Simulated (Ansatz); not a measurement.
Born–Oppenheimer molecular dynamics of CH7BF2OSi (13 atoms, charge 0, multiplicity 1). It starts at the highest image of a converged band. Of that band: Neighbouring images differ by up to 1.9 eV, so the band resolves the path poorly. A vibrational analysis at the climbing image gives one clearly imaginary mode, 1923i cm⁻¹: a first-order saddle point.

The calculation used Ansatz, RHF/def2-SVP.

* ensemble: NVE (velocity Verlet)
* time step: 0.5 fs
* steps asked: 200
* starting velocities drawn for: 100 K
* seed: 7622

First frame:

```xyz
13
Properties=species:S:1:pos:R:3
B -0.005 -0.296 0.219
C 0.048 0.034 1.980
H -0.750 -0.259 2.668
H 1.019 -0.082 2.460
H -0.107 1.094 1.783
F 1.130 0.139 -0.336
F -1.144 0.200 -0.303
O -0.074 -1.815 0.312
Si -0.933 -2.999 -0.523
H -0.362 -4.300 -0.131
H -2.356 -2.937 -0.138
H -0.769 -2.761 -1.967
H -0.077 -1.226 1.346
```

(1) How far do the bonds stretch over the last three quarters of this one trajectory? (Pairs bonded in most of those frames.)

Results:

(1) 
| bond | mean (Å) | spread (Å) | shortest | longest |
| --- | --- | --- | --- | --- |
| B1–C2 | 1.573 | 0.044 | 1.49 | 1.66 |
| B1–F6 | 1.323 | 0.029 | 1.27 | 1.39 |
| B1–F7 | 1.318 | 0.033 | 1.26 | 1.39 |
| C2–H3 | 1.094 | 0.019 | 1.06 | 1.13 |
| C2–H4 | 1.094 | 0.019 | 1.06 | 1.14 |
| C2–H5 | 1.100 | 0.016 | 1.07 | 1.14 |
| O8–Si9 | 1.668 | 0.009 | 1.65 | 1.68 |
| O8–H13 | 0.956 | 0.044 | 0.89 | 1.03 |
| Si9–H10 | 1.486 | 0.019 | 1.45 | 1.53 |
| Si9–H11 | 1.478 | 0.005 | 1.47 | 1.49 |
| Si9–H12 | 1.487 | 0.012 | 1.45 | 1.51 |

Mean temperature of the second half: 922 K. The conserved energy stayed within 0.3 meV per atom of its start (net change 0.21 meV per atom), so the integration is sound. The kinetic energy rose, since the run started high on the potential surface and went downhill. It ends in pieces (CH3BF2 + H4OSi), so much of that is their flight and rotation, not heat. A run of 0.1 ps of so small a system gives no equilibrium averages. The orbitals stay closed-shell, which can raise the energy where a bond breaks towards radicals; this wasn't checked here.

Time of the run: 5.5 min on 2 threads of Arm Neoverse V2 (shared host), peak memory 0.27 GiB.
